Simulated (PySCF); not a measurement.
In(OH)2 (H2InO2), SMILES [OH][In][OH], multiplicity 2. The structure is a stationary point at B3LYP-D3(BJ)/def2-TZVP. The def2 effective core potentials stand for the cores of In; spin–orbit coupling is left out. One conformer was computed; it need not be the lowest.

**Question.** Give the equilibrium geometry at B3LYP-D3(BJ)/def2-TZVP (PySCF confirms it by a frequency run) as Cartesian coordinates in Å, and its point group. (The exact figures need the calculation; the answer reports its results.)

**Answer.** Several could match; the one computed here: point group Cs.
```xyz
5

In     0.3073     0.0028     0.0000
O     -0.7303     1.7426     0.0000
H     -1.6777     1.5492     0.0000
O     -0.8902    -1.6431     0.0000
H     -0.4172    -2.4835     0.0000
```
Charge 0, spin multiplicity 2.
